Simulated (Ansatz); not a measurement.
SiW3. Charge 0, multiplicity 1. Geometry PBE-D4/def2-SVP; atoms count from 1.

```xyz
4

W     0.424    0.587   -1.250
W     0.531    0.830    1.057
W    -1.439    0.118    0.054
Si    0.484   -1.536    0.140
```

In the def2 sets W takes a core potential; there is no spin–orbit coupling. The structure comes from a short search, and lower isomers may exist.

Q: Estimate the Mulliken populations from the PBE0/def2-TZVP orbitals of Ansatz.

A: 
| atom | charge (e) | d electrons |
| --- | --- | --- |
| W1 | 0.09 | 4.53 |
| W2 | 0.09 | 4.53 |
| W3 | 0.09 | 4.53 |
| Si4 | -0.27 | – |
Mulliken values depend strongly on the basis.

Q: And the Mayer bond orders between heavy atoms (over 0.3)?

A: W1–W2 2.44 (2.32 Å); W1–W3 2.44 (2.32 Å); W1–Si4 1.10 (2.54 Å); W2–W3 2.44 (2.32 Å); W2–Si4 1.10 (2.54 Å); W3–Si4 1.10 (2.54 Å).
